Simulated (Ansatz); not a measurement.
CH$_{2}$ClF$_{2}$Si, SMILES `[CH2][Si](F)(F)Cl` radical, relaxed with UKS PBE-D4/def2-SVP in Ansatz 0.2.0 from a rough embedded geometry. The force threshold is 0.03 eV/Å; the program also tests the step.

Charge 0, multiplicity 2.

Start:

```xyz
7

C     0.869    0.699    0.070
Si   -0.475   -0.496   -0.151
F    -0.963   -0.446   -1.664
F    -0.037   -1.905    0.231
Cl   -1.951    0.150    1.115
H     0.941    1.546   -0.469
H     1.616    0.452    0.868
```

(1) By how much does the energy fall, and how many steps does the optimiser take? (Best estimate.)

(2) Which bonds change most? (An estimate is asked.)

(3) Give the relaxed structure. (Estimate.)

Results:

(1) The calculation gave: 47.26 kJ/mol, in 5 steps, 1 of them rejected.

(2) The calculation gave: Si2–F4 from 1.524 to 1.623 Å; C1–H6 from 1.006 to 1.102 Å; Si2–F3 from 1.590 to 1.623 Å; C1–H7 from 1.121 to 1.102 Å.

(3) The calculation gave: 
```xyz
7

C     0.928    0.683    0.087
Si   -0.489   -0.451   -0.121
F    -1.021   -0.448   -1.654
F    -0.073   -1.976    0.247
Cl   -2.072    0.068    1.086
H     1.023    1.613   -0.497
H     1.704    0.511    0.851
```
